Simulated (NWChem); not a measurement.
Species: SiH$_{4}$Se$_{2}$; SMILES [SiH2]([SeH])[SeH]

```xyz
7

Si    -0.8876    -0.0058     0.0130
Se     0.3521     1.9010     0.2035
Se     0.3339    -1.9300    -0.1074
H     -1.7724     0.0369     1.2126
H     -1.7032    -0.0367    -1.2349
H      1.1177     1.6246    -1.0230
H      1.0297    -1.6657     1.1627
```
Atoms are numbered in this order, from 1.

Computed with NWChem. Pople sets run with spherical d functions. STO-3G and 3-21G are far too small for this property and stand as cheap habits. Geometry: optimised at PBE0/def2-SVP. GIAO values for the isolated, static molecule; σ is the absolute isotropic shielding, δ = σ(reference) − σ with the isolated reference molecule computed at the same levels (1H: tetramethylsilane, 29Si: tetramethylsilane). Spin-orbit effects, on the heavy nuclei and on their neighbours, are missing.

| level | δ Si1 (ppm) | σ Se2 (ppm) | δ H4 (ppm) | δ H6 (ppm) | relative time |
|---|---|---|---|---|---|
| KT2/pcSseg-1 | -12.9 | 2002.1 | 5.74 | 0.67 | 8 |
| Hartree-Fock/STO-3G | -19.0 | 2843.5 | 2.28 | -1.26 | 1 |
| B3LYP/6-31G* | 20.4 | 2068.5 | 5.45 | 0.68 | 9 |

Times are rough ratios from one shared machine.
